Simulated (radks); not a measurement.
Results of a calculation; reference values are marked as such.
Valence configurations of Gd+ (all share [Xe]). Level of theory: scalar-relativistic Kohn-Sham, r2SCAN, spin-polarised, spherical densities, finite nucleus; open shells are filled with parallel spins first (spin-orbit coupling, left out, can overturn this in heavy ions); meta-GGA in the generalised Kohn-Sham scheme; Fermi nuclear charge, rms radius 5.1569 fm (a radial shooting solver on a logarithmic mesh with Libxc functionals). Energies are relative to 4f7 5d1 6s1; eigenvalues in eV for spin up.

valence              E (eV)  moment (Bohr magnetons)    e(4f)    e(5d)   e(6p)    e(6s)
4f7 5d1 6s1           0.000                        9  -17.209   -8.961       -  -10.000
4f6 5d2 6s1          10.820                        9  -23.954  -10.567       -  -10.623
4f7 6s1 6p1           3.274                        9  -20.793        -  -7.510  -11.623
4f7.5 5d1 6s0.5       0.718                        8  -12.865   -7.497       -   -8.881
4f6 5d1 6s1 6p1      15.525                        9  -27.806  -12.965  -7.816  -12.330
4f6 5d1 6s2          13.092                        7  -26.853  -12.023       -  -11.158
4f6 6s1 6p2          21.163                        9  -31.637        -  -9.068  -13.852
4f7 5d1 6s0.5 6p0.5   1.943                        9  -17.854   -9.413  -6.404  -10.190
4f7.5 6s0.5 6p1       3.063                        8  -16.242        -  -6.946  -10.618
4f7.5 6p1.5           4.876                        8  -16.855        -  -7.187        -

NIST lists [Xe] 4f7 5d1 6s1 as the ground configuration; this level of theory agrees among the configurations tried. The energies are those of spherical high-spin densities, not of single terms.
